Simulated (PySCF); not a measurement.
Calcium: a sound run and one with changed settings

Sound run: Ca [Ar] 4s2, Ca⁺ [Ar] 4s1. Calculation: PySCF 2.14, in Sapporo-DKH3-DZP-2012 (6s5p1d, 26 functions); scalar relativity by spin-free X2C-1e. The sound run starts from symmetry-adapted Hartree-Fock orbitals and uses a fine grid where one is needed.

Changed run: initial guess 1e, at most 50 SCF cycles, level shift 2.0 hartree.

```csv
species,method,sound run (hartree),changed run (hartree),converged
Ca,UHF,-679.61408,-679.61382,no
Ca,r2SCAN,-680.38812,-680.38810,no
Ca,PBE,-680.22158,-680.22154,no
Ca⁺,UHF,-679.42510,-678.99431,no
Ca⁺,r2SCAN,-680.17382,-680.17318,no
Ca⁺,PBE,-679.99708,-679.99700,no
```

A level shift slows the SCF but leaves a converged energy unchanged.
